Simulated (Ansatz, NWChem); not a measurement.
Heat of formation of AgBr (silver bromide) from total energies

The species is AgBr (2 atoms), meant as a singlet with charge 0. As SMILES, `[Br][Ag]`. The coordinates come from a PBE0-D4/def2-TZVP relaxation.

```xyz
2

Br    1.0400   -0.3934    0.5191
Ag   -1.0105    0.3332   -0.5150
```

Total energies at revPBE/def2-TZVPPD (core potential) (NWChem 7.3.0); the atoms run unrestricted:

```tsv
species	state	energy (Eh)
AgBr	singlet	-2721.024953
Br	doublet	-2573.890766
Ag	doublet	-147.033687
```

Harmonic wavenumbers at PBE0-D4/def2-TZVP, in cm⁻¹: 241.

Measured heats of formation of the gaseous atoms at 298.15 K, in kJ/mol: Br 111.9, Ag 284.9. Spin-orbit lowering of the atoms at 298 K (mean of the ground term's levels less their thermal mean, from spectra), in kJ/mol: Br 14.69. Take 1 Eh = 2625.50 kJ/mol, 1 cm⁻¹ = 0.0119627 kJ/mol, RT = 2.479 kJ/mol.

Question: What heat of formation follows?

Answer: 
1. Electronic atomisation energy: (-2573.890766) + (-147.033687) − (-2721.024953) = 0.100500 Eh = 263.9 kJ/mol.
2. Zero-point energy: half the sum of the wavenumbers, 120.5 cm⁻¹ = 1.4 kJ/mol.
3. Thermal vibrational enthalpy, Σ hcν̃/(exp(hcν̃/kT) − 1): 1.3 kJ/mol. Translation, rotation and pV of a linear molecule: 3.5 RT = 8.7 kJ/mol.
4. The 2 free atoms carry 5/2 RT each: 12.4 kJ/mol.
5. Spin-orbit coupling lowers the free atoms by 14.69 = 14.7 kJ/mol.
6. Atomisation enthalpy at 298 K: 263.9 − 14.7 − 1.4 − 1.3 − 8.7 + 12.4 = 250.2 kJ/mol.
7. Sum of the atoms' heats of formation: 396.8 kJ/mol. Heat of formation: 396.8 − 250.2 = +146.6 kJ/mol.

No measured value is set beside it here. Anharmonicity and any spin-orbit splitting of the molecule are left out.
